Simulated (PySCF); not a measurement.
Molecule: SMILES C(B(CC)CC)C, C₆H₁₅B.

Mapped SMILES: `[CH3:1][CH2:2][B:3]([CH2:4][CH3:5])[CH2:6][CH3:7]` (H(Xn): hydrogen on atom n).

Geometry PBE0-D3(BJ)/def2-SVP throughout; GIAO in PySCF 2.14, gas phase, one conformer, non-relativistic; equivalent atoms averaged; basis pcSseg-1.

For orientation, BP86 gives these absolute shieldings σ: C2/C4/C6 157.3, C1/C5/C7 170.0, B3 8.1, H(C1)/H(C5)/H(C7) 30.32, H(C2)/H(C4)/H(C6) 29.99 ppm.

A run gave: C2/C4/C6 165.1, C1/C5/C7 175.6, B3 18.0, H(C1)/H(C5)/H(C7) 30.48, H(C2)/H(C4)/H(C6) 30.30 ppm (absolute shieldings σ).

Problem. Which functional was used in that run?
A. PBE0
B. WP04
C. HF
D. wB97X-D
E. LC-wPBE

Solution. D. B3 tells them apart best: wB97X-D gives 18.0, LC-wPBE gives 10.9, HF gives 33.0, WP04 gives 11.2, PBE0 gives 13.3 ppm.
